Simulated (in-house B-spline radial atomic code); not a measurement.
A fraction x of an electron is removed from 3d in the germanium ion Ge⁴⁺, starting from [Ar] 3d10 and keeping the highest spin. All numbers are computed (scalar-relativistic (X2C) LDA PW92, spin-polarised, spherical fractional occupations; Fermi nucleus of rms radius 4.0742 fm) with a radial B-spline atomic code at the basis-set limit, not measured.

| x | E(x) - E(0) (eV) | 3d down level (eV) |
| --- | --- | --- |
| 0 | 0.0000 | -78.379 |
| 0.01 | 0.7850 | -78.624 |
| 0.2 | 16.1679 | -83.315 |
| 0.34 | 28.0772 | -86.825 |
| 0.5 | 42.2936 | -90.889 |
| 0.61 | 52.4467 | -93.716 |
| 0.73 | 63.8791 | -96.830 |
| 0.84 | 74.6885 | -99.711 |
| 0.95 | 85.8163 | -102.617 |
| 1 | 90.9804 | -103.947 |

The exact functional would give a straight line between the two integer points. Deviations E(x) - E(0) - x[E(1) - E(0)], in eV: -0.125 at x = 0.01, -2.028 at x = 0.2, -2.856 at x = 0.34, -3.197 at x = 0.5, -3.051 at x = 0.61, -2.537 at x = 0.73, -1.735 at x = 0.84, -0.615 at x = 0.95.

The curve lies below the straight line by up to 3.197 eV (at x = 0.5): convex, the delocalisation error that favours fractional charges.

Question: How well does Slater's transition state (minus the level at half occupation) give the ionisation energy?

Answer: It gives 90.889 eV against 90.980 eV from the two total energies; NIST lists 90.50 eV, ground level to ground level.
